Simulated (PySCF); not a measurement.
ReO₂Br₃, SMILES [O]=[Re](=[O])([Br])([Br])[Br], multiplicity 1. Atoms are numbered in the order given.

```xyz
6

Re     0.0000     0.0000     0.4701
O      0.0000     1.4094     1.4342
O      0.0000    -1.4094     1.4342
Br     0.0000     0.0000    -2.0338
Br     2.4688     0.0000     0.1854
Br    -2.4688     0.0000     0.1854
```

Geometry optimised at PBE-D3(BJ)/def2-SVP. The multiplicity is an assumed one; other spin states were not compared. The def2 effective core potentials stand for the cores of Re; spin–orbit coupling is left out.

Computed with PBE-D3(BJ)/def2-SVP in PySCF.

Frequencies are harmonic and unscaled.

| mode | ν (cm⁻¹) | IR (km/mol) | moving atoms (share of kinetic energy) |
|---|---|---|---|
| 1 | 26 | 0.1 | Br 61 %, O 32 % |
| 2 | 90 | 3.0 | Br 68 %, Re 25 % |
| 3 | 137 | 4.0 | Br 91 %, Re 9 % |
| 4 | 158 | 0.3 | O 47 %, Re 34 %, Br 20 % |
| 5 | 187 | 7.4 | Br 98 % |
| 6 | 223 | 112.7 | Re 47 %, Br 36 %, O 18 % |
| 7 | 230 | 6.2 | Br 76 %, O 16 %, Re 9 % |
| 8 | 247 | 0.0 | O 94 % |
| 9 | 263 | 2.5 | O 71 %, Br 28 % |
| 10 | 318 | 3.5 | O 75 %, Re 19 % |
| 11 | 955 | 76.2 | O 89 %, Re 11 % |
| 12 | 982 | 63.8 | O 95 % |
